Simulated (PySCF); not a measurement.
Input of a run (PBE0-D3(BJ)/def2-SVP geometry optimisation, gas phase (PySCF 2.14.0)), started from GFN2-xTB:
```
{"job": {"xc": "PBE0", "basis": "def2-SVP", "d3": "d3bj", "grid": 1, "shake": 0.01, "kind": "geom"}, "charge": 1, "multiplicity": 1}
C     -0.964050    -1.717670     0.053710
Si    -0.135540    -0.025030     0.004480
C     -0.868700     1.704940    -0.091540
C      1.819490    -0.092100     0.038050
F      2.254170     1.176620    -0.135270
H     -2.006940    -1.617190     0.428260
H     -1.041220    -2.130400    -0.948490
H     -0.429690    -2.402280     0.670250
H     -1.712470     1.767160    -0.730580
H     -1.184220     2.049710     0.908630
H     -0.105030     2.417980    -0.427780
H      2.216530    -0.697610    -0.761670
H      2.163480    -0.451040     0.981640
```

Output (energies in Eh, forces in Eh/bohr):
```
step   0  E = -507.56161538  max force = 0.042641
step   1  E = -507.57065945  max force = 0.014844
step   2  E = -507.57269128  max force = 0.005853
step   3  E = -507.57289380  max force = 0.002511
step   4  E = -507.57293976  max force = 0.001063
step   5  E = -507.57295307  max force = 0.000604
step   6  E = -507.57296951  max force = 0.001081
step   7  E = -507.57297937  max force = 0.000944
step   8  E = -507.57299159  max force = 0.001158
step   9  E = -507.57300693  max force = 0.000705
step  10  E = -507.57302462  max force = 0.000867
step  11  E = -507.57303136  max force = 0.000550
step  12  E = -507.57304424  max force = 0.000656
step  13  E = -507.57306433  max force = 0.001165
step  14  E = -507.57308900  max force = 0.001485
step  15  E = -507.57311174  max force = 0.001001
step  16  E = -507.57312347  max force = 0.000351
optimisation converged
```

Task: Summarise the run.

Result: The energy falls by 30.2 kJ/mol over 17 energy and gradient evaluations, the largest force component goes from 0.0426 to 3.5e-04 Eh/bohr, and the atoms move by 0.241 Å rms after alignment. The bond that changes most is Si2–C4 (ends: silicon bonded to 3 C; sp3 C–F carbon), which shortens by 0.085 Å. Bonds longer at the end by more than 0.005 Å: 6 of 12; shorter: 4. Among the angles that change most is C1–Si2–C3, from 131.0° to 122.9°. Among the dihedrals that turn most is H8–C1–Si2–C4, from 36° to 10°. The energy never rose by more than 1e-6 Eh on the way. The first step brought 79 % of the lowering.

Task: What are the final bond lengths?

Result: C1–Si2 1.826 Å, Si2–C3 1.822 Å, Si2–C4 1.871 Å, C4–F5 1.358 Å, C1–H6 1.104 Å, C1–H7 1.107 Å, C1–H8 1.099 Å, C3–H9 1.100 Å, C3–H10 1.109 Å, C3–H11 1.101 Å, C4–H12 1.110 Å, C4–H13 1.110 Å. Numbering counts from 1 in the input's order; the species is `C[Si+](C)CF`.

The run used 114 basis functions and 99 SCF cycles in all. Hardware: an Intel Xeon Platinum 8488C with one thread, shared host. Cost: 90 s of wall time, 0.49 GiB resident at most.

Stationary, but not proved a minimum.

One conformer stands for the species.
